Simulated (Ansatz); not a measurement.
System: BBr₂, charge 1, singlet. BBr2+ (parent SMILES Br[B]Br, singlet).
B3LYP-D3(BJ)/def2-TZVP minimum from Ansatz (a first-principles code):
```xyz
3

Br     0.0000     0.0000    -1.7665
B      0.0000     0.0000     0.0000
Br     0.0000     0.0000     1.7665
```
Charge +1, spin multiplicity 1.

Total energies in aug-cc-pVTZ, 16 correlated electrons, 29 frozen orbitals. UHF or UKS for unpaired electrons; spin-orbit terms are left out. Correlated methods leave the cores frozen (noble-gas shells, and filled d and f shells in the p block). No relativity. Spin-orbit terms, left out, reach several kcal/mol for Br and I, and more for heavier atoms. The spin of BBr2+ (parent SMILES Br[B]Br, singlet) was assumed, and the state is the lowest solution found for it.

```
method    program  energy (Eh)  minus CCSDT(Q) (mEh)
--------  -------  -----------  --------------------
HF         Ansatz  -5169.36723                450.85
MP2        Ansatz  -5169.76762                 50.47
CCSD       Ansatz  -5169.79359                 24.49
CCSD(T)    Ansatz  -5169.81589                  2.19
CCSDT(Q)   Ansatz  -5169.81809                  0.00
```

Rough core times of Ansatz's runs on a shared machine: CCSD(T) under 20 s, CCSDT(Q) 20 min.
